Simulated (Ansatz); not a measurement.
Isolated molecules relaxed with PBE0-D4/def2-TZVP in Ansatz; ΔE leaves out vibrations. CBS: MP2 limit from def2 TZ/QZ plus the TZ coupled-cluster correction, frozen cores. This one scheme is used for every species. Functionals use def2-TZVPP. B3LYP here is the variant with VWN-RPA as its local correlation; programs differ in this. HSE06 is defined as in plane-wave codes. For Ge outer-core shells are correlated without core-valence functions, which leaves a few kJ/mol of doubt a bond. Scalar relativity is left out up to krypton.

`[CH3][Ge]([F])([F])[C]#N` → `[F][Ge][F]` + `CC#N`  (germylene formation by 1,1-elimination)

```csv
level,ΔE (kJ/mol),difference from CCSD(T)/CBS
PBE-D4,30.9,-27.9
B97M-V,54.4,-4.4
r2SCANh-D4,61.7,2.9
HSE06-D4,52.9,-5.9
CAM-B3LYP-D4,40.2,-18.6
PBE,22.7,-36.1
B3LYP,15.4,-43.4
r2SCAN0,64.8,6.0
RPA@PBE/def2-TZVPP,67.8,9.0
HF/CBS(def2),51.5,-7.3
CCSD(T)/CBS,58.8,0
```

Q: What do rigid-rotor, harmonic-oscillator terms from PBE0-D4/def2-TZVP frequencies (298.15 K, 1 bar) make of the CCSD(T)/CBS value? (Estimate.)

A: Ansatz gave: ΔZPE = -1.9 kJ/mol, ΔH = +56.9 kJ/mol, ΔS = 141 J/(mol·K), ΔG = +15.0 kJ/mol.

Largest T1 diagnostic among the species: 0.015.

From BLYP to BHLYP (50 % exact exchange), in def2-TZVPP and without D4, ΔE moves by +48.2 kJ/mol. Leaving LDA and LC-ωPBE aside and taking each functional with its dispersion term where it has one, the values, not all of them listed here, spread over 67.7 kJ/mol, from BLYP-D4 to PBE-QIDH. LDA lies +28.2 kJ/mol from PBE without D4. In def2-TZVPP, CCSD(T) changes the Hartree–Fock value by +22.8 kJ/mol (the triples alone add +2.0 kJ/mol) and MP2 by +31.4 kJ/mol.
